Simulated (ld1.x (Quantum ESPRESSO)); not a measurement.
**Sm: excitation energies, all-electron against RRKJ**

samarium (Sm), norm-conserving RRKJ (Kleinman–Bylander form), made with ld1.x (Quantum ESPRESSO) 7.5 (PBE, scalar-relativistic). Core [Kr] 4d10 4f5, reference 5s2 5p6 5d1 6s1 6p1. Waves: 5p (bound): rc 2.30 bohr; 5d (bound): rc 3.55 bohr; 5s (bound): rc 1.50 bohr. Local part: the s channel. Core correction: none.

Occupied shells without a wave of their own: 6p, 6s. They enter only through the test configuration that unscreens the potential.

Energies are relative to the spin-unpolarised reference configuration 5s2 5p6 5d1 6s1 6p1; without spin polarisation the order of configurations can differ from experiment.

| valence configuration | charge | ΔE all-electron (eV) | error AE − PS (meV) |
| --- | --- | --- | --- |
| 5s2 5p6 5d1 6s2 6p0 | 0 | -2.726 | +41 |
| 5s2 5p6 5d1 6s1 6p0 | +1 | 3.727 | -29 |
| 5s2 5p5 5d1 6s2 6p0 | +1 | 28.181 | -98 |
| 5s1 5p6 5d1 6s2 6p0 | +1 | 49.428 | -144 |
| 5s2 5p6 5d0 6s0 6p0 | +3 | 35.201 | -180 |
| 5s2 5p6 5d1 6s0 6p1 | +1 | 7.126 | -80 |

Task: What are ΔE and the potential's error for 5s2 5p6 5d1 6s0 6p0?

Result: ΔE = 15.497 eV all-electron; the error (AE − PS) is -143 meV.

Levels in the configuration 5s2 5p5 5d1 6s2 6p0:

```json
{"level": "5s", "all-electron (eV)": "-57.359", "pseudo (eV)": "-57.688"}
{"level": "5p", "all-electron (eV)": "-36.169", "pseudo (eV)": "-36.443"}
{"level": "5d", "all-electron (eV)": "-11.088", "pseudo (eV)": "-11.063"}
{"level": "6s", "all-electron (eV)": "-10.396", "pseudo (eV)": "-10.541"}
```
